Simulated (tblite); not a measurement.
Question: Give a GFN2-xTB geometry of `C[SiH2][SiH2]F`.

Answer: 
```xyz
11
CH7FSi2 angstrom
C     -1.641    0.202    0.566
Si    -0.305   -0.641   -0.490
Si     1.731    0.380   -0.130
F      2.883   -0.665   -0.573
H     -1.690    1.270    0.372
H     -1.452    0.071    1.628
H     -2.623   -0.212    0.356
H     -0.307   -2.075   -0.158
H     -0.731   -0.555   -1.897
H      2.101    0.680    1.253
H      2.040    1.549   -0.952
```

Orientation and origin are arbitrary. Atoms count from 1 in this order. Si2 (SiH2 silicon) is distorted tetrahedral (angles from 105.8° to 113.4°). Si3 (fluorine-bound silicon) is distorted tetrahedral (angles from 102.3° to 117.5°).

Bonds between heavy atoms (Å): C1–Si2 1.900, Si2–Si3 2.307, Si3–F4 1.617.

Computed geometry: GFN2-xTB, gas phase.

Point group: C1 (no symmetry element, even within 0.4 Å). Its GFN2-xTB frequencies are all real (lowest 21 cm⁻¹). One conformer, not necessarily the lowest (C1–Si2–Si3–F4 159°).
